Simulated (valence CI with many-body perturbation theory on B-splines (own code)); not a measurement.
**Ta: electric-dipole lines**

Computed by relativistic CI+MBPT: five valence electrons over a frozen Dirac-Fock core [Xe] 4f14, a basis of 9 s, 9 p, 9 d, 7 f, 4 g, 2 h functions for each j, with the one-electron correlation potential Σ1 (screened to all orders), the two-electron term Σ2, the three-electron term Σ3, Breit, model QED; selected single and double excitations, second order for the rest, scaled by the run's own slope (own B-spline code, finite nucleus).

Set against measurement, 6 paired levels are off by 60 cm⁻¹ on average, the worst by 93. These come from a selection out of the NIST Handbook of Basic Atomic Spectroscopic Data. Levels without a partner in it may be off by more, other configurations by 1,000 to 4,000 cm⁻¹. Among the levels kept, up to 1000 cm⁻¹ of a level comes from second order outside the variational space, and about a tenth of that is noise between levels of different J, which matters for small intervals.

Lines 51 to 100 of 106 in falling wavelength, among levels below 23028 cm⁻¹, chosen from the strongest by gf and those to the six lowest levels. Wavelengths and rates use the calculated energies, so an error of 60 cm⁻¹ moves a line at 8461 Å by 0.51 % and its rate by three times that or more. Electric multipoles are in the length gauge, E1 and E2 with the static RPA response of the core. Weak lines are less certain than strong ones. Lines between different terms over intervals too small for the method are left out, as are lines whose strength nearly cancels. The highest levels of a list are the least certain.

Names give the largest LS component (configuration and term), which can be under half, so a name can repeat, a term be missing and a line seem to break the LS rules; names also repeat where a configuration has a term twice. Letters in brackets count levels of one name in rising energy.

```tsv
λ vac (Å)	Upper	Lower	A (s⁻¹)	log gf	Branch %
8461	5d3.6s.6p 4D°_5/2	5d3.6s2 4P_5/2	2.86e+04	-2.74	1.9
8431	5d3.6s.6p 6G°_5/2 [a]	5d3.6s2 4P_3/2	4.08e+02	-4.58	0.5
8293	5d3.6s.6p 6F°_1/2	5d3.6s2 2D_3/2	1.40e+04	-3.54	0.4
8277	5d2.6s2.6p 4D°_5/2	5d3.6s2 2G_7/2	3.09e+04	-2.72	2.7
8263	5d3.6s.6p 4D°_1/2	5d3.6s2 4P_3/2	6.91e+04	-2.85	3.8
8130	5d3.6s.6p 4D°_1/2	5d3.6s2 4P_1/2	3.41e+05	-2.17	18.6
8062	5d2.6s2.6p 4F°_3/2	5d4.6s 6D_3/2	5.14e+04	-2.70	2.4
7974	5d2.6s2.6p 4F°_3/2	5d3.6s2 4P_5/2	2.66e+03	-3.99	0.1
7951	5d2.6s2.6p 4G°_7/2	5d3.6s2 2G_7/2	3.15e+03	-3.62	5.0
7898	5d2.6s2.6p 4D°_5/2	5d4.6s 6D_3/2	4.41e+05	-1.61	38.7
7890	5d2.6s2.6p 4F°_3/2	5d4.6s 6D_1/2	1.49e+05	-2.25	6.8
7813	5d2.6s2.6p 4D°_5/2	5d3.6s2 4P_5/2	9.49e+04	-2.28	8.3
7796	5d3.6s.6p 6G°_5/2 [b]	5d3.6s2 4P_3/2	2.69e+02	-4.83	0.2
7566	5d3.6s.6p 4D°_3/2	5d3.6s2 4P_3/2	3.21e+05	-1.96	19.9
7454	5d3.6s.6p 4D°_3/2	5d3.6s2 4P_1/2	5.23e+05	-1.76	32.5
7330	5d3.6s.6p 6F°_1/2	5d4.6s 6D_3/2	2.01e+05	-2.49	5.4
7187	5d3.6s.6p 6F°_1/2	5d4.6s 6D_1/2	1.92e+06	-1.53	51.3
7105	5d2.6s2.6p 2S°_1/2	5d3.6s2 4P_3/2	2.86e+05	-2.36	38.6
7089	5d3.6s.6p 6G°_5/2 [a]	5d3.6s2 4F_7/2	3.72e+04	-2.77	47.3
7006	5d2.6s2.6p 2S°_1/2	5d3.6s2 4P_1/2	2.19e+05	-2.49	29.5
6899	5d3.6s.6p 6G°_7/2	5d3.6s2 4F_9/2	1.62e+03	-4.03	0.9
6825	5d2.6s2.6p 2D°_3/2	5d3.6s2 4P_3/2	5.39e+04	-2.82	3.7
6734	5d2.6s2.6p 2D°_3/2	5d3.6s2 4P_1/2	2.18e+04	-3.23	1.5
6729	5d3.6s.6p 4D°_5/2	5d3.6s2 4P_3/2	5.21e+05	-1.67	35.4
6656	5d3.6s.6p 6G°_3/2	5d3.6s2 4F_5/2	1.49e+04	-3.40	55.8
6635	5d3.6s.6p 6G°_5/2 [b]	5d3.6s2 4F_7/2	2.13e+04	-3.07	14.7
6417	5d2.6s2.6p 4F°_3/2	5d3.6s2 4P_3/2	1.49e+05	-2.44	6.8
6337	5d2.6s2.6p 4F°_3/2	5d3.6s2 4P_1/2	4.47e+05	-1.97	20.5
6313	5d2.6s2.6p 4D°_5/2	5d3.6s2 4P_3/2	5.39e+05	-1.71	47.3
6229	5d3.6s.6p 6G°_5/2 [a]	5d3.6s2 4F_5/2	7.54e+03	-3.58	9.6
6178	5d3.6s.6p 6G°_7/2	5d3.6s2 4F_7/2	7.54e+02	-4.46	0.4
6037	5d3.6s.6p 6G°_9/2	5d3.6s2 4F_9/2	1.59e+02	-5.06	0.1
5945	5d3.6s.6p 6F°_1/2	5d3.6s2 4P_3/2	4.52e+04	-3.32	1.2
5921	5d2.6s2.6p 4G°_7/2	5d3.6s2 4F_9/2	2.45e+03	-3.99	3.9
5888	5d3.6s.6p 6G°_3/2	5d3.6s2 4F_3/2	5.87e+03	-3.91	22.0
5876	5d3.6s.6p 6F°_1/2	5d3.6s2 4P_1/2	1.27e+06	-1.88	33.9
5875	5d3.6s.6p 6G°_5/2 [b]	5d3.6s2 4F_5/2	1.35e+03	-4.38	0.9
5846	5d3.6s.6p 4D°_5/2	5d3.6s2 4F_7/2	5.84e+05	-1.75	39.7
5743	5d3.6s.6p 4D°_3/2	5d3.6s2 4F_5/2	6.56e+05	-1.89	40.7
5551	5d3.6s.6p 6G°_5/2 [a]	5d3.6s2 4F_3/2	2.66e+04	-3.13	33.9
5514	5d3.6s.6p 6G°_7/2	5d3.6s2 4F_5/2	1.65e+05	-2.22	94.8
5478	5d3.6s.6p 4D°_1/2	5d3.6s2 4F_3/2	1.39e+06	-1.90	75.7
5477	5d3.6s.6p 6G°_9/2	5d3.6s2 4F_7/2	2.40e+05	-1.97	91.4
5382	5d2.6s2.6p 4G°_7/2	5d3.6s2 4F_7/2	1.53e+03	-4.27	2.4
5306	5d2.6s2.6p 2D°_3/2	5d3.6s2 4F_5/2	2.16e+05	-2.44	14.9
5268	5d3.6s.6p 6G°_5/2 [b]	5d3.6s2 4F_3/2	1.16e+05	-2.54	80.4
5248	5d3.6s.6p 4D°_5/2	5d3.6s2 4F_5/2	1.04e+05	-2.59	7.1
5162	5d3.6s.6p 4D°_3/2	5d3.6s2 4F_3/2	5.65e+04	-3.04	3.5
5057	5d2.6s2.6p 4F°_3/2	5d3.6s2 4F_5/2	3.77e+05	-2.24	17.3
4943	5d2.6s2.6p 2S°_1/2	5d3.6s2 4F_3/2	6.60e+04	-3.32	8.9
```
